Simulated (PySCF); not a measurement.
## Electron correlation in Sr (strontium, neutral)

[Kr] 5p2, high-spin 3P determinant (an excited configuration). Calculation: PySCF 2.14, in x2c-QZVPPall (13s8p7d3f2g, 111 functions); the spin-free X2C one-electron Hamiltonian (Gaussian nucleus). Frozen: [Kr]; 2 electrons correlated.

With two correlated electrons CCSD is exact within the correlated space (frozen core and kept virtual orbitals).

```json
{"level": "CCSD", "correlation energy (mhartree)": "-16.20"}
```

Diagnostics: T1 = 0.020, D1 = 0.0289, largest double amplitude 0.474.

A double-excitation amplitude exceeds 0.15, a sign of near-degeneracy.

Cost of the coupled-cluster step: roughly 27 core-seconds, for 2 correlated electrons.
